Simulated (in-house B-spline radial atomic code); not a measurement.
## The oxygen ion O⁴⁺: [He] 2s2

Computed with an all-electron radial atomic-structure program (B-spline basis): Dirac-Kohn-Sham LDA VWN5, spherical fractional occupations, Fermi nucleus of rms radius 2.6991 fm.

Z_r = [3n² - l(l+1)]/(2<r>); Z_e = n√(-2ε); the last column is Slater's effective charge. Values are occupation-weighted means over j.

| shell | electrons | ε (eV) | <r> (bohr) | Z_r | Z_e | Slater |
| --- | --- | --- | --- | --- | --- | --- |
| 1s | 2 | -616.46 | 0.1997 | 7.51 | 6.73 | 7.70 |
| 2s | 2 | -102.27 | 0.9333 | 6.43 | 5.48 | 5.95 |

The least bound orbital is 2s1/2 at -102.3 eV, and it is also the most diffuse (<r> = 0.9333 bohr).

For the 1s electron the small component carries 0.0771 % of the norm, the zero-frequency Breit interaction raises the level by 0.1701 eV, self-energy by 0.06402 eV, and vacuum polarisation lowers it by 0.00313 eV.

The density falls to 0.001 bohr⁻³ at 2.135 bohr; Σ<r²> = 2.1526 bohr² gives, by the non-relativistic formula and without the paramagnetism of open shells, a Langevin diamagnetic susceptibility of -1.705×10⁻⁶ cm³/mol.
